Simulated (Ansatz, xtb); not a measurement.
# Relative energy of two isomers of C4H6BrF

We compare a, `C/C(F)=C(/C)Br`, a singlet, with b, `C/C(F)=C(\C)Br`, a singlet. Both are isolated molecules in the gas phase, relaxed with PBE-D3(BJ)/def2-SVP.

Q: Estimate which is lower in electronic energy at CCSD(T)/def2-SVP + ΔMP2/def2-TZVPP, and by roughly how much.

A: The CCSD(T)/def2-SVP + ΔMP2/def2-TZVPP calculation puts structure a lower, by 0.047 eV.

The same difference at several levels:

```csv
level,geometry,E(b) − E(a) (eV),departure from the last row (eV),"job, with rough time for the two"
GFN2-xTB,GFN2-xTB,+0.124,+0.078,"optimisation, 0.16 s"
HF/STO-3G,GFN2-xTB,+0.037,−0.010,"single point, 0.52 s"
r2SCAN-D4/def2-SVP,GFN2-xTB,+0.085,+0.038,"single point, 3 s"
PBE-D3(BJ)/def2-SVP,PBE-D3(BJ)/def2-SVP,+0.055,+0.009,"optimisation, 18 s"
HF/def2-SVP,PBE-D3(BJ)/def2-SVP,+0.061,+0.014,part of the CCSD(T) run
MP2/def2-SVP,PBE-D3(BJ)/def2-SVP,+0.063,+0.016,part of the CCSD(T) run
CCSD(T)/def2-SVP,PBE-D3(BJ)/def2-SVP,+0.064,+0.018,single point
CCSD(T)/def2-SVP + ΔMP2/def2-TZVPP,PBE-D3(BJ)/def2-SVP,+0.047,,"single point, 50 s"
```

As drawn, both hold the same kinds of bond in the same numbers.

None of the levels shown reverses the order. The largest departure from CCSD(T)/def2-SVP + ΔMP2/def2-TZVPP is that of GFN2-xTB, 0.078 eV. The last row adds to CCSD(T) the change of the MP2 difference between the two basis sets, here −0.018 eV.

With thermal terms from frequencies at re-optimised GFN2-xTB minima (ideal gas, soft modes damped towards free rotors, one conformer each, 298.15 K, 1 atm): the zero-point term adds −0.004 eV; ΔH is +0.046 and ΔG +0.033 eV.

The correlated steps freeze 14 core orbitals; the filled d shell of Br is correlated, in a basis made for valence electrons. Codes used: Ansatz 0.2.0, xtb 6.7.1; the last row on 4 threads of Intel(R) Xeon(R) Platinum 8259CL CPU @ 2.50GHz (Skylake/Cascade Lake) on a shared host.
